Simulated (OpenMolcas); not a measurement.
# Cr2+ in NaF: curves along the breathing mode

Cr2+ with its 6 nearest fluoride ions, on the Na site of NaF (a = 4.634 Å, distance in the model lattice 2.317 Å). The rest of the host is ab initio model potentials to 7.6 Å, with orthogonalisation functions on the cations behind the ligands, and point charges beyond; the distance is set by hand and nothing relaxes, and no local charge compensation is placed. Ligand basis ANO-RCC-VDZP.

```yaml
Program: OpenMolcas
Method: CASSCF
Basis: ANO-RCC-VDZP [5s4p2d1f]
Scalar_Hamiltonian: DKH2, point nucleus
Active_space: 4 electrons in 5 orbitals (3d)
State_averaging: 2S+1 = 5 even, 5 roots; 2S+1 = 3 even, 45 roots; 2S+1 = 1 even, 50 roots
Spin-orbit_coupling: RASSI with atomic mean-field integrals over the reference wave functions
```

Spin-free energies (labels of O, the rotations of Oh) in cm-1 above the lowest fitted minimum, as all ligands move together:

```tsv
R (Å)	5E	5T2	3T1	3E	3T1(2)	3T2	3A2
2.038	200	11310	11010	19950	20620	21430	23510
2.086	140	10010	12090	19880	20590	21360	23320
2.134	1500	10290	14420	21230	21980	22700	24570
2.182	4040	11900	17810	23750	24550	25230	27020
2.23	7580	14620	22080	27270	28120	28740	30470
2.278	11980	18300	27120	31650	32550	33110	34790
2.326	17140	22830	32820	36790	37730	38240	39880
```

Cubic fits give the following; the wavenumber is harmonic, with the mass of all moving ligands, small differences in it between states hang on the degree of the fit, a number in brackets counts states of one label, and the table is a selection of at most 14 states with clean curves.

```csv
State,R0 (Å),Breathing mode (cm-1),Minimum (cm-1)
5E,2.063,430,0
5T2,2.101,433,9960
3E,2.063,429,19740
3T1(2),2.062,430,20430
3T2,2.063,429,21220
3A2,2.067,430,23230
3A1,2.061,430,23670
3E(2),2.067,425,27310
3T1(3),2.092,426,29030
1A1,2.043,423,27240
3T2(2),2.098,429,30480
```

The minimum of 5T2 is shifted by +0.0386 Å against 5E (from the unrounded fits). With M = 114.0 u for the moving shell, the Huang-Rhys factor in this mode is S = M ω ΔR² / 2ħ = 0.01483 × 114.0 × 430 × 0.0386² = 1.08. Only the first shell moves, against a rigid host.

An orbital doublet at a regular site is open to a Jahn-Teller distortion, which this geometry leaves out. Without dynamic correlation the repulsion within the d shell is too large (B by tens of per cent), so at a given field states of lower spin stand too high. Ligand-to-metal charge-transfer states are missing. With no ligand orbital active B as a rule stays too high, so bands that hang on it stand too high and its fall with covalency is understated. With metal d orbitals alone and no dynamic correlation 10Dq can be off by a tenth to a fifth, either way, in oxide and fluoride hosts. No measured value stands beside these numbers.
